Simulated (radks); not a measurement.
The samarium ion Sm53+, configuration [He] 2s2 2p5. All-electron calculation, scalar-relativistic Kohn-Sham, PBE, spin-polarised, spherical densities, finite nucleus; open shells are filled with parallel spins first (spin-orbit coupling, left out, can overturn this in heavy ions); Fermi nuclear charge, rms radius 5.0819 fm. Program: a radial shooting solver on a logarithmic mesh with Libxc functionals.

Normalised radial functions P(r) = r R(r), r in bohr:

| r | 2s down | 2p down |
|---|---|---|
| 0.0008095 | 0.3766 | 0.0072 |
| 0.00108 | 0.4782 | 0.0118 |
| 0.001429 | 0.5996 | 0.0190 |
| 0.001905 | 0.7504 | 0.0311 |
| 0.002521 | 0.9233 | 0.0504 |
| 0.003362 | 1.1254 | 0.0825 |
| 0.004485 | 1.3430 | 0.1346 |
| 0.005934 | 1.5499 | 0.2154 |
| 0.007914 | 1.7219 | 0.3456 |
| 0.01056 | 1.7945 | 0.5457 |
| 0.01397 | 1.6924 | 0.8322 |
| 0.01863 | 1.3170 | 1.2445 |
| 0.02465 | 0.6158 | 1.7647 |
| 0.03287 | -0.4541 | 2.3847 |
| 0.04384 | -1.7300 | 2.9791 |
| 0.05801 | -2.8425 | 3.3472 |
| 0.07737 | -3.4125 | 3.2931 |
| 0.1032 | -3.1083 | 2.6993 |
| 0.1365 | -2.1320 | 1.7652 |
| 0.1821 | -1.0133 | 0.8321 |
| 0.241 | -0.3165 | 0.2666 |
| 0.3214 | -0.0529 | 0.0473 |

2s down: eigenvalue -11594.0 eV, 1 radial node at r = 0.0294 bohr, <r> = 0.0948 bohr, 90 % of the charge inside 0.146 bohr. 2p down: eigenvalue -10832.3 eV, 0 radial nodes, <r> = 0.0831 bohr, 90 % of the charge inside 0.134 bohr.
